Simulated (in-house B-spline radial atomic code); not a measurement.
Computed with a B-spline radial atomic code. Model: two electrons, singlet ground state, non-relativistic, full CI in B-splines with partial waves to l = 8 (at full coupling up to 3e-4 hartree above the limit, correlation up to 0.6 % small), density held at that of full coupling by Lieb maximisation.

Along the adiabatic connection the electron repulsion is scaled by a coupling λ while a local potential keeps the density fixed. At λ = 0 the system is the Kohn-Sham one and W equals the exchange energy; the exchange-correlation energy is the area under W between 0 and 1. The kinetic energy rises with λ as the electrons avoid each other, with dT/dλ = −λ dW/dλ.

Command:
```bash
python run_ac.py task.json out
```
Settings (lengths in bohr, energies in hartree):
```
potential              dot
strength               1.23
lmax                   8
second                 1
```

Cost of the run: 13 s on 1 thread of Intel(R) Xeon(R) Processor @ 2.30GHz (shared host).

**W = mean repulsion less Hartree energy, and W of three functionals.**

Given: confinement charge in harmonic well; well frequency 1.23 hartree; nuclear charge 1; external potential omega^2 r^2/2 - Z/r.

Computed: LDA exchange minus exact 150.96 millihartree; SCAN exchange minus exact 5.8015 millihartree.

```csv
coupling,W xc (hartree),W xc minus exchange (millihartree),kinetic minus Kohn-Sham (millihartree),LDA (PW92) W minus its exchange (millihartree),PBE W minus its exchange (millihartree),SCAN W minus its exchange (millihartree)
0,-1.0251,0,0,0,0,0
0.02,-1.0269,-1.86,0.02,-11.98,-2.52,-1.88
0.05,-1.0297,-4.618,0.12,-24.52,-6.27,-4.63
0.12,-1.036,-10.912,0.65,-46.9,-14.83,-10.83
0.25,-1.0471,-22.091,2.71,-78.12,-29.84,-21.69
0.4,-1.0593,-34.225,6.64,-106.26,-45.78,-33.39
0.6,-1.0743,-49.24,14.13,-136.63,-65.07,-47.8
0.8,?,?,?,?,?,?
1,-1.1009,-75.811,35.24,-183.66,-98.27,-73.34
1.4,?,?,?,?,?,?
2,-1.1521,-127.05,110.58,-262.54,-160.57,-123.48
3,-1.1888,-163.77,201.43,-314.86,-205.08,-160.6
4.5,-1.2278,-202.74,345.68,-369.38,-253.33,-201.31
7,-1.2695,-244.4,580.93,-428.63,-307.3,-246.09
10,-1.3005,-275.42,841.02,-474.61,-349.99,-279.61
```

(1) What belongs in the row 0.8?

(2) What belongs in the row 1.4?

(3) What is the PBE exchange minus exact?

**Energy parts, natural occupations and partial-wave weights.**

Computed: total energy 1.8383 hartree; exchange energy -1.0251 hartree; correlation energy -0.040566 hartree; initial slope twice GL2 -0.093413 hartree; kinetic part over minus potential part 0.4649; Hartree energy 2.0501 hartree; Lieb Oxford ratio E_xc over LDA exchange 1.2191.

| natural | occupation of the shell (electrons) |
| --- | --- |
| s | 1.9856 |
| p | 0.011882 |
| s | 0.0017845 |
| d | ? |
| p | 0.00015982 |
| f | 5.7942e-05 |

(4) What belongs in the row d?

| wave | weight |
| --- | --- |
| s | 0.99368 |
| p | 0.0060265 |
| d | ? |
| f | 3.2671e-05 |
| g | 7.4378e-06 |

(5) What belongs in the row d?

(6) What is the Kohn-Sham kinetic?

(7) What is the kinetic part of the DFT correlation energy?

## Answers

(1) W xc (hartree): -1.0881; W xc minus exchange (millihartree): -63.06; kinetic minus Kohn-Sham (millihartree): 23.78; LDA (PW92) W minus its exchange (millihartree): -161.9; PBE W minus its exchange (millihartree): -82.46; SCAN W minus its exchange (millihartree): -61.06.

(2) W xc (hartree): -1.1236; W xc minus exchange (millihartree): -98.55; kinetic minus Kohn-Sham (millihartree): 62.42; LDA (PW92) W minus its exchange (millihartree): -219.96; PBE W minus its exchange (millihartree): -126.07; SCAN W minus its exchange (millihartree): -95.39.

(3) 40.129 millihartree.

(4) occupation of the shell (electrons): 0.00046321.

(5) weight: 0.00024661.

(6) 2.4633 hartree.

(7) 0.035245 hartree.

Half-way to full coupling W has made 55 % of its drop, against 50 % for a straight line, and second-order (GL2) theory, half the initial slope, overshoots the correlation energy by about 15 %: a moderate bend, as in light atoms. Over couplings 0 to 1 the errors in E_xc come to about +78 millihartree for LDA, +27 millihartree for PBE, +6.9 millihartree for SCAN, so SCAN is nearest. In LDA and PBE the errors of exchange and correlation have opposite signs, so the sum is smaller than the larger of the two.
